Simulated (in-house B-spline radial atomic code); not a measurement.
Radial electron density of Sr, [Kr] 5s2. Computed with a radial B-spline atomic code at the basis-set limit: scalar-relativistic (X2C) RPBE, spin-polarised, spherical fractional occupations, Fermi nucleus of rms radius 4.224 fm.

One-electron X2C: radii and densities carry no picture-change correction, so inner-shell <1/r> comes out high (for 1s by about 2 % at Z = 33, 5 % at 54, 10 % at 75, 30 % at 118) and <r> low.

Columns: r (bohr), 4πr²n(r) (electrons per bohr), bar.

```
 0.00126    1.172 #
 0.00157    1.701 #
 0.00195    2.442 ##
 0.00243    3.503 ###
 0.00303    4.989 ####
 0.00377    7.012 #####
 0.00469     9.73 #######
 0.00584    13.31 ##########
 0.00726    17.81 ##############
 0.00904     23.3 ##################
  0.0112     29.4 ######################
   0.014    36.04 ############################
  0.0174    41.93 ################################
  0.0217    46.22 ###################################
   0.027    47.71 ####################################
  0.0336    46.14 ###################################
  0.0418    42.56 #################################
   0.052    39.64 ##############################
  0.0647    40.53 ###############################
  0.0805    46.42 ####################################
     0.1    54.17 #########################################
   0.125    57.52 ############################################
   0.155    51.95 ########################################
   0.193    40.74 ###############################
    0.24    33.58 ##########################
   0.299     35.8 ###########################
   0.372    41.07 ###############################
   0.463    38.78 ##############################
   0.576    27.42 #####################
   0.717     15.2 ############
   0.893    8.944 #######
    1.11    7.674 ######
    1.38    6.876 #####
    1.72    4.699 ####
    2.14    2.386 ##
    2.66    1.106 #
    3.32    0.708 #
    4.13    0.579 
    5.13   0.3803 
    6.39   0.1689 
    7.95  0.05251 
     9.9 0.009955 
    12.3 0.001038 
    15.3 5.359e-05
```

On this grid the curve has 3 maxima, near 0.027, 0.125, 0.372 bohr.

The 5s down radial function P(r) = rR(r), positive near the nucleus:

```tsv
r (bohr)	P
0.000526	0.004803
0.000815	0.007026
0.00126	0.01021
0.00195	0.01471
0.00303	0.02099
0.00469	0.02919
0.00726	0.03913
0.0112	0.04917
0.0174	0.05532
0.027	0.04906
0.0418	0.01979
0.0647	-0.03488
0.1	-0.08607
0.155	-0.06599
0.24	0.05593
0.372	0.1416
0.576	0.003004
0.893	-0.218
1.38	-0.142
2.14	0.2452
3.32	0.5199
5.13	0.4348
7.95	0.162
12.3	0.02278
```
